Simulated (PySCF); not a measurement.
CH$_{6}$BeOSi, singlet, geometry from GFN2-xTB (such geometries of metal compounds can be far from the true shape), atoms displaced at random by about 0.03 Å a coordinate; B3LYP/6-31G, gradient (PySCF).

Here is a job for PySCF.
```python
from pyscf import gto, scf, dft

mol = gto.Mole()
mol.atom = '''
    Be   -0.668630    0.485290    0.931649
    C    -1.689719    1.230766    2.101538
    H    -1.985380    0.572075    2.866607
    H    -2.612296    1.710478    1.733232
    H    -1.213270    2.098350    2.587743
    O     0.115731   -0.100229   -0.132598
    Si    1.039163   -0.759157   -1.196244
    H     0.159688   -1.558749   -2.119481
    H     1.907618   -1.619952   -0.580047
    H     1.652248    0.360744   -1.965613
'''
mol.basis = '6-31g'
mol.charge = 0
mol.spin = 0
mol.verbose = 4
mol.build()

mf = dft.RKS(mol)
mf.xc = 'b3lyp'
mf.grids.level = 1
mf.kernel()
g = mf.nuc_grad_method()
g.grid_response = False
grad = g.kernel()
```

It wrote (shortened):

```
PySCF version 2.14.0

[INPUT] verbose = 4
[INPUT] num. atoms = 10
[INPUT] num. electrons = 38
[INPUT] charge = 0
[INPUT] spin (= nelec alpha-beta = 2S) = 0
[INPUT] symmetry False subgroup None
[INPUT] Mole.unit = angstrom
[INPUT] Symbol           X                Y                Z      unit          X                Y                Z       unit  Magmom
[INPUT]  1 Be    -0.668630000000   0.485290000000   0.931649000000 AA   -1.263527578668   0.917065190990   1.760561454225 Bohr   0.0
[INPUT]  2 C     -1.689719000000   1.230766000000   2.101538000000 AA   -3.193106137474   2.325810663426   3.971331260366 Bohr   0.0
[INPUT]  3 H     -1.985380000000   0.572075000000   2.866607000000 AA   -3.751824453189   1.081065072711   5.417102136761 Bohr   0.0
[INPUT]  4 H     -2.612296000000   1.710478000000   1.733232000000 AA   -4.936523996297   3.232334962094   3.275333790332 Bohr   0.0
[INPUT]  5 H     -1.213270000000   2.098350000000   2.587743000000 AA   -2.292748015151   3.965306813481   4.890125550760 Bohr   0.0
[INPUT]  6 O      0.115731000000  -0.100229000000  -0.132598000000 AA    0.218699894122  -0.189405359739  -0.250573904665 Bohr   0.0
[INPUT]  7 Si     1.039163000000  -0.759157000000  -1.196244000000 AA    1.963733468781  -1.434598815546  -2.260573538154 Bohr   0.0
[INPUT]  8 H      0.159688000000  -1.558749000000  -2.119481000000 AA    0.301766585380  -2.945608706940  -4.005238616219 Bohr   0.0
[INPUT]  9 H      1.907618000000  -1.619952000000  -0.580047000000 AA    3.604875570291  -3.061265614941  -1.096129969376 Bohr   0.0
[INPUT] 10 H      1.652248000000   0.360744000000  -1.965613000000 AA    3.122296209860   0.681707361080  -3.714470236885 Bohr   0.0

nuclear repulsion = 130.000051482245
number of shells = 34
number of NR pGTOs = 136
number of NR cGTOs = 52
basis = 6-31g
ecp = {}

******** <class 'pyscf.dft.rks.RKS'> ********
method = RKS
initial guess = minao
damping factor = 0
level_shift factor = 0
DIIS = <class 'pyscf.scf.diis.CDIIS'>
diis_start_cycle = 1
diis_space = 8
diis_damp = 0
SCF conv_tol = 1e-09
SCF conv_tol_grad = None
SCF max_cycles = 50
direct_scf = True
direct_scf_tol = 1e-13
XC library pyscf.dft.libxc version 7.1.2
    S. Lehtola, C. Steigemann, M. J. T. Oliveira, and M. A. L. Marques,  SoftwareX 7, 1–5 (2018)
XC functionals = b3lyp
    P. J. Stephens, F. J. Devlin, C. F. Chabalowski, and M. J. Frisch,  J. Phys. Chem. 98, 11623 (1994)
radial grids:
    Treutler-Ahlrichs [JCP 102, 346 (1995); DOI:10.1063/1.469408] (M4) radial grids

becke partition: Becke, JCP 88, 2547 (1988); DOI:10.1063/1.454033
pruning grids: <function nwchem_prune>
grids dens level: 1
symmetrized grids: False
atomic radii adjust function: <function treutler_atomic_radii_adjust>
small_rho_cutoff = 0
Set gradient conv threshold to 3.16228e-05
Initial guess from minao.
tot grids = 36688
init E= -421.343687722308
  HOMO = -0.347594441783747  LUMO = -0.0549488993828842  gap/eV = 7.96329
cycle= 1 E= -421.019786585103  delta_E= 0.324  |g|= 0.93  |ddm|= 2.85
  HOMO = -0.131117851831661  LUMO = 0.0413163563120829  gap/eV = 4.69217
cycle= 2 E= -420.520963825512  delta_E= 0.499  |g|= 1.79  |ddm|= 1.93
  HOMO = -0.274978645103113  LUMO = 0.0068070155646871  gap/eV = 7.66778
cycle= 3 E= -421.186552355353  delta_E= -0.666  |g|= 0.189  |ddm|= 1.41
  HOMO = -0.296081615715492  LUMO = 0.0123362702950456  gap/eV = 8.39248
cycle= 4 E= -421.194494061217  delta_E= -0.00794  |g|= 0.0759  |ddm|= 0.225
  HOMO = -0.295602527265574  LUMO = 0.0144811159226126  gap/eV = 8.43781
cycle= 5 E= -421.195985504732  delta_E= -0.00149  |g|= 0.0073  |ddm|= 0.0629
  HOMO = -0.296620784338222  LUMO = 0.0137305027975854  gap/eV = 8.44509
cycle= 6 E= -421.19600562871  delta_E= -2.01e-05  |g|= 0.00106  |ddm|= 0.0124
  HOMO = -0.296672395266558  LUMO = 0.0137812043639689  gap/eV = 8.44787
cycle= 7 E= -421.196005967193  delta_E= -3.38e-07  |g|= 6.18e-05  |ddm|= 0.00158
  HOMO = -0.296683515563125  LUMO = 0.0137725093422196  gap/eV = 8.44794
cycle= 8 E= -421.196005969032  delta_E= -1.84e-09  |g|= 1.42e-05  |ddm|= 0.000152
  HOMO = -0.296684767389157  LUMO = 0.013771954350644  gap/eV = 8.44796
cycle= 9 E= -421.196005969116  delta_E= -8.34e-11  |g|= 2.64e-06  |ddm|= 2.89e-05
  HOMO = -0.296683661888061  LUMO = 0.0137724027362565  gap/eV = 8.44794
Extra cycle  E= -421.196005969114  delta_E= 1.82e-12  |g|= 3.87e-06  |ddm|= 6.11e-06
converged SCF energy = -421.196005969114

******** <class 'pyscf.grad.rks.Gradients'> for <class 'pyscf.dft.rks.RKS'> ********
unit = Eh/Bohr
grid_response = False
--------------- RKS gradients ---------------
         x                y                z
0 Be     0.0052447577    -0.0028424051     0.0079042971
1 C    -0.0112023290    -0.0274817205     0.0240473828
2 H     0.0079051181     0.0226862125    -0.0247110255
3 H    -0.0000543346     0.0087787815     0.0092543468
4 H    -0.0085523956     0.0044840217    -0.0017238008
5 O     0.0806766649    -0.0582635196    -0.1049210190
6 Si    -0.0163099410     0.0130244905     0.1013287322
7 H    -0.0035333185     0.0024411886     0.0050314054
8 H    -0.0441336942     0.0360243567    -0.0219570501
9 H    -0.0096069368     0.0013607479     0.0057292829
----------------------------------------------
```
